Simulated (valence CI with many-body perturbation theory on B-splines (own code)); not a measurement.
**Level structure of Bi XI**

Level of theory: valence CI with perturbative core correlation (CI+MBPT): five valence electrons over a frozen Dirac-Fock core [Xe] 4f14, a basis of 7 s, 7 p, 8 d, 6 f, 4 g, 1 h functions for each j, with the one-electron correlation potential Σ1, the two-electron term Σ2, the three-electron term Σ3, Breit, model QED; selected CI, second order for the rest, scaled by the run's own slope (own B-spline code, finite nucleus).

No measured spectrum was set against this ion. As an estimate, terms of the open shell hold to 2 to 4 % of their energy, and close levels can change places. Among the levels kept, up to 1000 cm⁻¹ of a level comes from second order outside the variational space, and about a tenth of that is noise between levels of different J, which matters for small intervals. Excitations out of the core, of the other parity, are not computed and may begin above about 51.2 eV (a cautious bound); beyond it only levels of the ground parity were kept, without lifetimes.

Levels 91 to 100 of 100, with energies above the lowest level, 5d5 6S_5/2. "Leading %" is the weight of the configuration and term that name the level; weights of strongly mixed levels are sums over their largest components and can fall short. In the jj column 3d3/2^4 stands for four electrons in 3d with j = 3/2.

```
No.  Configuration  Term    J  E (cm⁻¹)  Leading %               Leading jj  Second component
 91         5d4 6s    2G  9/2    451650         76  5d3/2 5d5/2^3 6s (64 %)    14 % 5d4 6s 4F
 92         5d4 6s    2G  7/2    453700         70  5d3/2 5d5/2^3 6s (72 %)    19 % 5d4 6s 2F
 93         5d4 6s    2D  5/2    454970         43  5d3/2 5d5/2^3 6s (62 %)    42 % 5d4 6s 2F
 94         5d4 6s    4F  9/2    455910         47        5d5/2^4 6s (63 %)    36 % 5d4 6s 2G
 95         5d4 6s    2D  3/2    456630         45  5d3/2 5d5/2^3 6s (51 %)    40 % 5d4 6s 2P
 96         5d4 6s    2P  1/2    458360         76  5d3/2 5d5/2^3 6s (55 %)    19 % 5d4 6s 2S
 97         5d4 6s    2F  7/2    463690         57        5d5/2^4 6s (68 %)    24 % 5d4 6s 2G
 98         5d4 6s    2D  5/2    477460         69        5d5/2^4 6s (48 %)    12 % 5d4 6s 2F
 99         5d4 6s    2D  3/2    477750         75        5d5/2^4 6s (52 %)    10 % 5d4 6s 4F
100         5d4 6s    2S  1/2    510050         73        5d5/2^4 6s (65 %)    14 % 5d4 6s 4P
```

Names give the largest LS component (configuration and term), which can be under half, so a name can repeat, a term be missing and a line seem to break the LS rules; names also repeat where a configuration has a term twice.
